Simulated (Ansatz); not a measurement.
Start from `[OH][Ti]([OH])([OH])[F]` and change one atom or group to get `[NH2][Ti]([OH])([OH])[F]`.

Ansatz, PBE0-D4/def2-TZVP geometries, multiplicity 1. Each molecule was computed in one conformer, which needn't be the lowest.

Scalar relativity is left out up to krypton.

```
                                                                                  property  `[OH][Ti]([OH])([OH])[F]`
                                                        HOMO energy (PBE0/def2-TZVPP) / eV                      -9.31
                                            size of the dipole moment (PBE/def2-TZVPP) / D                       2.22
                                                   HOMO–LUMO gap (ωB97M-V/def2-TZVPP) / eV                      12.42
ideal-gas entropy at 298 K and 1 bar (rigid rotor, harmonic PBE0-D4/def2-TZVP) / J/(mol·K)                        367
                                            zero-point energy (PBE0-D4/def2-TZVP) / kJ/mol                      106.5
                                                         HOMO energy (PBE/def2-TZVPP) / eV                      -7.59
```

**Question.** Give the same properties after the change, and the shifts. (Estimate.)

**Answer.** Computed: 
```
                                                                                  property  `[NH2][Ti]([OH])([OH])[F]`  shift
                                                        HOMO energy (PBE0/def2-TZVPP) / eV                       -7.59   1.72
                                            size of the dipole moment (PBE/def2-TZVPP) / D                        2.04  -0.18
                                                   HOMO–LUMO gap (ωB97M-V/def2-TZVPP) / eV                       10.77  -1.65
ideal-gas entropy at 298 K and 1 bar (rigid rotor, harmonic PBE0-D4/def2-TZVP) / J/(mol·K)                         371      4
                                            zero-point energy (PBE0-D4/def2-TZVP) / kJ/mol                       137.9   31.4
                                                         HOMO energy (PBE/def2-TZVPP) / eV                       -6.14   1.45
```

With PBE0 the HOMO rises by 1.72 eV and the LUMO rises by 0.14 eV, so the gap narrows by about 1.58 eV. PBE moves the HOMO by 1.45 eV and ωB97M-V by 1.79 eV. The zero-point energy changes by 31.4 kJ/mol with +3 modes. Dipoles are sizes alone; their direction can turn.
